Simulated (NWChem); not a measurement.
Relativistic effects in ClFSn

```xyz
3

Sn    -0.5025     0.2357     0.0000
F      0.7969     1.7071     0.0000
Cl     1.0562    -1.5970     0.0000
```
Charge 0, spin multiplicity 1.

Everything below was run with NWChem. The geometry was optimised at B3LYP/def2-SVP with def2 effective core potentials on Sn, a minimum by its harmonic frequencies.

Functional PBE, all-electron basis x2c-SVPall-2c, contracted for the X2C Hamiltonian and used here with ZORA. The ion keeps the geometry and has multiplicity 2 in the scalar run; the spin-orbit run starts from the same electron counts.

Relative cost: rough, from shared machines, SCF included, scalar ZORA = 1.

The structure started from a generated list of species. No SCF solution was tested for a lower state.

| Hamiltonian | ΔSCF ionisation energy (eV) | HOMO (eV) | LUMO (eV) | gap (eV) | relative cost |
|---|---|---|---|---|---|
| scalar ZORA | 10.24 | -6.95 | -3.58 | 3.36 | 1 |
| spin-orbit ZORA | 10.24 | -6.95 | -3.60 | 3.35 | under 3 |

From scalar ZORA to spin-orbit ZORA the ionisation energy hardly moves.
